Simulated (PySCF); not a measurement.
Relaxation of singlet Cd(OH)2

Level of theory: PBE0/[Cd def2-TZVP with ECP28, O def2-TZVP, H def2-TZVP], scalar-relativistic core potentials, density fitting, no spin–orbit coupling, PySCF. A (50,194) grid was used.

A hand-made bent (heavy-atom frame) start, with no symmetry imposed:

```xyz
5
charge 0 multiplicity 1, angstrom
Cd    0.0000    0.0000   -0.2672
O     1.6301    0.0000    0.8742
O    -1.6301    0.0000    0.8742
H     2.1356   -0.7354    1.2282
H    -2.1356    0.7354    1.2282
```

Optimiser trace:
| step | E − E(last) (kJ/mol) | largest gradient (Eh/bohr) |
| --- | --- | --- |
| 0 | 128.78 | 0.02041 |
| 1 | 98.33 | 0.02618 |
| 2 | 50.06 | 0.03052 |
| 3 | 32.09 | 0.02376 |
| 4 | 12.85 | 0.01418 |
| 5 | 6.79 | 0.02904 |
| 6 | 3.60 | 0.01444 |
| 7 | 0.69 | 0.00594 |
| 8 | 0.25 | 0.00587 |
| 9 | 0.01 | 0.00070 |
| 10 | 0.00 | 0.00004 |

It ends at C2h with Cd–O 1.959 Å (×2), O–H 0.960 Å (×2); Cd–O–H 112.5° (×2), O–Cd–O 180.0°. A frequency run shows 1 imaginary mode, down to 145i cm⁻¹, so it is a saddle point. Other isomers or separated fragments may lie lower.

Final geometry:
```xyz
5
charge 0 multiplicity 1, angstrom
Cd    0.0000    0.0000    0.0000
O     1.9586    0.0409    0.0000
O    -1.9586   -0.0409    0.0000
H     2.3438   -0.8383    0.0000
H    -2.3438    0.8383    0.0000
```

The relaxation took roughly 60 core-seconds on a shared host.
